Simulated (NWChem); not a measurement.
System: C2H6OSi; SMILES C=CO[SiH3]

```xyz
10

C      0.0739     2.3663    -0.0829
C     -0.3519     1.1228     0.1354
O      0.4521     0.0406     0.0344
Si    -0.0348    -1.5619    -0.0368
H      1.1077     2.5647    -0.3739
H     -0.6152     3.2029     0.0352
H     -1.3920     0.9205     0.4316
H     -0.5525    -1.9002    -1.3959
H      1.1700    -2.3740     0.2720
H     -1.1140    -1.8032     0.9697
```
Atoms are numbered in this order, from 1.

All runs: NWChem. Pople sets run with spherical d functions. All runs use the structure optimised with PBE0/def2-SVP. GIAO values for the isolated, static molecule; σ is the absolute isotropic shielding, δ = σ(reference) − σ with the isolated reference molecule computed at the same levels (13C: tetramethylsilane, 1H: tetramethylsilane, 17O: water, 29Si: tetramethylsilane).

What does the run give for B3LYP/6-31G*? Quantities: δ C1 (ppm); δ C2 (ppm); δ O3 (ppm); δ Si4 (ppm); δ H6 (ppm); δ H7 (ppm); δ H8 (rotor mean) (ppm).

The δ C1 (ppm) is 89.5 and the δ C2 (ppm) is 137.9. The δ O3 (ppm) comes out as 80.8. The δ Si4 (ppm) is -6.3. The δ H6 (ppm) is 4.01 and the δ H7 (ppm) is 6.28. The δ H8 (rotor mean) (ppm) is 5.05.
